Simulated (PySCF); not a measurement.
From one molecule to another.

First species: C4H2F2O2.
SMILES: `FC1=COC=C(F)O1`

Second species: C5H13PSi.
InChI=1S/C5H13PSi/c1-3-5-6(7)4-2/h3H,1,4-5H2,2,7H3

Levels: PBE0/pcSseg-1 for dipole moment, HOMO energy, LUMO energy and HOMO–LUMO gap; GFN2-xTB for rotational constant A and rotational constant C. Geometries: GFN2-xTB. Each structure is a single optimised conformer of the isolated species, non-relativistic unless stated. Electronic properties by PySCF.

Dipoles, sizes and rotational constants follow the conformer. The torsions of the flexible species, by atom-mapped SMILES:
- `[CH2:1]=[CH:2][CH2:3][P:4]([SiH3:5])[CH2:6][CH3:7]`: C1–C2–C3–P4 -110°, C2–C3–P4–Si5 174°, C3–P4–C6–C7 174°

Problem. Which of the two has the higher HOMO–LUMO gap, and by how much?

Solution. The second: 6.60 eV against 5.79 eV, a difference of 0.81 eV.

Problem. Which has the higher rotational constant C?

Solution. The first: 1.252 GHz against 0.848 GHz, a difference of 0.404 GHz.

Problem. Which has the higher LUMO energy?

Solution. The second: -0.07 eV against -0.35 eV, a difference of 0.28 eV.

Problem. Which has the higher rotational constant A?

Solution. The first: 3.531 GHz against 2.235 GHz, a difference of 1.296 GHz.

Problem. Which has the higher dipole moment?

Solution. The first: 1.39 D against 1.13 D, a difference of 0.26 D.

Problem. Which has the higher HOMO energy?

Solution. The first: -6.14 eV against -6.67 eV, a difference of 0.53 eV.

On the first: In atomic units the dipole is 0.55 e·bohr (1 au = 2.5417 D). A dipole of 1.39 D is allowed in C2v, and pure rotational transitions are dipole-allowed.

On the second: The dipole equals about 3.8 × 10⁻³⁰ C·m (1 D = 3.33564 × 10⁻³⁰ C·m).
